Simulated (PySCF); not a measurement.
Ru(O)2(OH)4 (H4O6Ru), SMILES [O]=[Ru](=[O])([OH])([OH])([OH])[OH], multiplicity 1.

Coordinates come from a PBE0-D3(BJ)/def2-SVP optimisation. The spin state was assumed, not searched. The def2 effective core potentials stand for the cores of Ru; spin–orbit coupling is left out. Other conformers were not sampled.

Two levels are set side by side: PBE/def2-TZVP (PySCF) and B3LYP/def2-TZVP (PySCF). Same geometry, gas phase. Differences are taken from unrounded values.

```
quantity                       PBE
---------------------------  -----
orbital gap (eV)              1.66
highest occupied level (eV)  -7.37
lowest empty level (eV)      -5.71
dipole moment (D)             0.47
mean polarisability (bohr³)   74.9
```

Question: These are the PBE values. What does B3LYP give? (The exact figures need the calculation; the answer reports its results.)

Answer: 
```
quantity                     B3LYP  PBE minus B3LYP
---------------------------  -----  ---------------
orbital gap (eV)              3.26            -1.60
highest occupied level (eV)  -8.85             1.48
lowest empty level (eV)      -5.58            -0.12
dipole moment (D)             0.38             0.10
mean polarisability (bohr³)   74.0              0.9
```

PBE's occupied levels lie high since its potential decays too fast outside the molecule; exact exchange lowers them and widens the gap. Differences between two approximate levels are no errors against the true value.

Rough cost on one machine, each run with all the roots and properties that it gave: B3LYP against PBE within a factor of 2.
